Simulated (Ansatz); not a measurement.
CH5GeNS can be A, `[NH2][GeH]1[CH2][S]1`, or B, `[SH][GeH]1[CH2][NH]1`.

Isolated molecules relaxed with PBE0-D4/def2-TZVP in Ansatz; ΔE leaves out vibrations. CBS: MP2 limit from def2 TZ/QZ plus the TZ coupled-cluster correction, frozen cores. Functionals use def2-TZVPP. B3LYP here is the variant with VWN-RPA as its local correlation; programs differ in this. For Ge outer-core shells are correlated without core-valence functions, which leaves a few kJ/mol of doubt a bond. Scalar relativity is left out up to krypton. One conformer a species, not always the lowest.

**Question.** Which is lower in electronic energy at CCSD(T)/CBS, and by how much? (An estimate is asked.)

**Answer.** The calculation gave: A, by 22.2 kcal/mol.

**Question.** Give E(B) − E(A) in kcal/mol with CCSD/def2-TZVPP, B3LYP-D4, r2SCAN-D4, PBE0-D4, MP2/def2-TZVPP, HF/def2-TZVPP, PBE-D4. (An estimate is asked.)

**Answer.** The calculation gave: CCSD/def2-TZVPP 21.7, B3LYP-D4 21.0, r2SCAN-D4 21.3, PBE0-D4 21.7, MP2/def2-TZVPP 22.8, HF/def2-TZVPP 23.7, PBE-D4 20.3. None reverses the order clearly.

Largest T1 diagnostic: 0.012.

In def2-TZVPP, CCSD(T) changes the Hartree–Fock value by −2.2 kcal/mol (the triples alone add −0.2 kcal/mol) and MP2 by −0.9 kcal/mol. From PBE to PBE0 (25 % exact exchange), in def2-TZVPP and without D4, E(B) − E(A) moves by +1.4 kcal/mol.
